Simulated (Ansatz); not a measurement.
Consider the redistribution: `C[O][In]([CH3])[O]C` + `FBBr` → `C[O][InH][CH3]` + `COB(F)Br`.

Computed with Ansatz on PBE0-D4/def2-TZVP structures; ΔE is electronic, products minus reactants. CBS: MP2 limit from def2 TZ/QZ plus the TZ coupled-cluster correction, frozen cores. Functionals use def2-TZVPP. B3LYP here is the variant with VWN-RPA as its local correlation; programs differ in this. HSE06 is defined as in plane-wave codes. Elements past krypton have def2 core potentials. For Br, In outer-core shells are correlated without core-valence functions, which leaves a few kJ/mol of doubt a bond. Scalar relativity is left out up to krypton. One conformer a species, not always the lowest.

`C[O][In]([CH3])[O]C`:

Z-matrix (Å, degrees):
```
C
O 1 1.400
H 1 1.099 2 112.6
H 1 1.098 2 113.2 3 -122.1
H 1 1.096 2 108.7 3 118.8
In 2 1.987 1 126.7 3 68.6
O 6 1.987 2 115.3 1 0.9
C 6 2.122 2 122.2 1 -179.0
C 7 1.400 6 126.7 2 0.8
H 8 1.089 6 109.4 2 -126.0
H 8 1.090 6 109.3 2 114.8
H 8 1.088 6 109.6 2 -5.4
H 9 1.099 7 112.6 6 68.9
H 9 1.098 7 113.2 6 -53.2
H 9 1.096 7 108.7 6 -172.4
```

`FBBr`:

Z-matrix (Å, degrees):
```
B
F 1 1.309
Br 1 1.905 2 119.0
H 1 1.190 2 120.7 3 -180.0
```

`C[O][InH][CH3]`:

```xyz
11

C     0.157    1.844    0.464
O     0.274    1.371   -0.844
In    0.113   -0.554   -1.351
C    -0.260   -1.820    0.335
H    -0.036    1.056    1.209
H     1.077    2.360    0.771
H    -0.665    2.569    0.540
H     0.315   -0.731   -3.036
H    -0.336   -2.865    0.036
H     0.551   -1.713    1.057
H    -1.190   -1.518    0.818
```

`COB(F)Br`:

```xyz
8

C    -1.055    0.210    0.337
O    -0.096    0.256   -0.702
B     1.170   -0.148   -0.639
F     1.922   -0.034   -1.715
Br    1.993   -0.897    0.940
H    -1.497    1.202    0.432
H    -1.832   -0.504    0.062
H    -0.604   -0.086    1.285
```

```tsv
level	ΔE (kJ/mol)	difference from CCSD(T)/CBS
B3LYP-D4	-114.2	-8.3
r2SCANh-D4	-120.7	-14.8
BHLYP-D4	-119.9	-14.0
CAM-B3LYP-D4	-119.6	-13.7
ωB97M-V	-120.5	-14.6
B2PLYP	-110.4	-4.5
PBE-QIDH	-119.0	-13.1
HSE06	-119.9	-14.0
CCSD/def2-SVP	-123.8	-17.9
CCSD(T)/def2-SVP	-123.2	-17.3
CCSD(T)/CBS	-105.9	0
```

Largest T1 diagnostic among the species: 0.015.

At CCSD(T), def2-SVP lies −17.3 kJ/mol from the extrapolated value and def2-TZVPP −6.4 kJ/mol. From PBE to PBE0 (25 % exact exchange), in def2-TZVPP and without D4, ΔE moves by −7.9 kJ/mol.
